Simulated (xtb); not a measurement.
C2H6F2Si, SMILES C[Si@H](F)CF. All values are semi-empirical tight-binding results from xtb (GFN2-xTB unless named), good for trends rather than for accurate numbers. Geometry optimised at GFN2-xTB. The structure was generated by enumeration; whether it is a known compound was not checked. The values are those of a single conformer.

Q: Estimate the properties. (An estimate is asked for; the answer gives what the named calculation found.)

A: 
- orbital gap: 6.12 eV
- dipole moment: 3.26 D
- zero-point energy: 48.0 kcal/mol
- G − E(el) at 298.15 K (modified RRHO): 28.0 kcal/mol
- static polarisability (D4 model): 57.9 bohr³
- solvation energy, GFN2-xTB/ALPB(water): -2.7 kcal/mol
- solvation energy, GFN2-xTB/ALPB(acetonitrile): -3.3 kcal/mol
